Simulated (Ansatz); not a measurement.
Born–Oppenheimer molecular dynamics of BH₅OSSi (9 atoms, charge 0, multiplicity 1). It starts from a relaxed structure.

All numbers below come from RKS B3LYP-D4/6-31G in Ansatz 0.2.0.

| Quantity | Value |
| --- | --- |
| ensemble | NVT, Langevin thermostat |
| time step | 0.25 fs |
| steps asked | 600 |
| set temperature | 300 K |
| friction | 0.001 /fs |
| seed | 252404 |

First frame:

```xyz
9
Properties=species:S:1:pos:R:3
O -0.298 1.066 -1.575
B -0.464 0.386 -0.395
Si 1.150 -0.584 0.351
S -2.144 0.408 0.425
H -1.034 1.555 -1.990
H 2.258 0.388 0.657
H 1.677 -1.586 -0.639
H 0.810 -1.317 1.623
H -1.865 -0.364 1.526
```

Q: How far do the bonds stretch over the last three quarters of this one trajectory? (Pairs bonded in most of those frames.)

A: 
```json
{"bond": "O1–B2", "mean (Å)": "1.372", "spread (Å)": "0.016", "shortest": "1.34", "longest": "1.41"}
{"bond": "O1–H5", "mean (Å)": "0.977", "spread (Å)": "0.016", "shortest": "0.95", "longest": "1.01"}
{"bond": "B2–Si3", "mean (Å)": "2.040", "spread (Å)": "0.039", "shortest": "1.98", "longest": "2.11"}
{"bond": "B2–S4", "mean (Å)": "1.885", "spread (Å)": "0.034", "shortest": "1.79", "longest": "1.92"}
{"bond": "Si3–H6", "mean (Å)": "1.504", "spread (Å)": "0.013", "shortest": "1.48", "longest": "1.53"}
{"bond": "Si3–H7", "mean (Å)": "1.508", "spread (Å)": "0.016", "shortest": "1.47", "longest": "1.53"}
{"bond": "Si3–H8", "mean (Å)": "1.511", "spread (Å)": "0.046", "shortest": "1.43", "longest": "1.59"}
{"bond": "S4–H9", "mean (Å)": "1.376", "spread (Å)": "0.014", "shortest": "1.35", "longest": "1.40"}
```

Mean temperature of the second half: 147 K. The mean temperature of the second half is 51 % below the set value. A run of 0.15 ps of so small a system gives no equilibrium averages. Limits of this set-up: no polarisation functions.

The run took 15 min on 1 thread of Arm Neoverse V2 (shared host), peak memory 0.1 GiB.
